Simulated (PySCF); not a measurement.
Diatomics with 68 electrons

PBE0 in PySCF with x2c-SVPall on every atom, spin-free X2C, for the lowest determinant that a PBE0 search found; no spin–orbit coupling. All have 68 electrons, 12 of them in the valence shells, and the same state, a triplet (π ↑↑). For ions De leads to the atom and ion picked by measured ionisation energies and electron affinities.

```tsv
species	difference of nuclear charges	Re (Å)	ωe (cm⁻¹)	k (mdyn/Å)	De (eV)	dissociates to	Mayer bond order
SbCl	34	2.371	371	2.20	3.06	Sb + Cl	1.11
TeS	36	2.243	485	3.56	3.52	Te + S	2.03
PI	38	2.391	374	2.05	2.48	P + I	1.32
SeBr⁺	1	2.178	384	3.45	3.06	Se⁺ + Br	1.72
```

These are scalar-relativistic numbers at best; spin–orbit coupling would shift them, the dissociation energy most. For an ion De counts to the pair picked by the measured ionisation energies or electron affinities, which need not be the lowest pair at this level. States were picked by a PBE0 search and need not be the measured ground states.
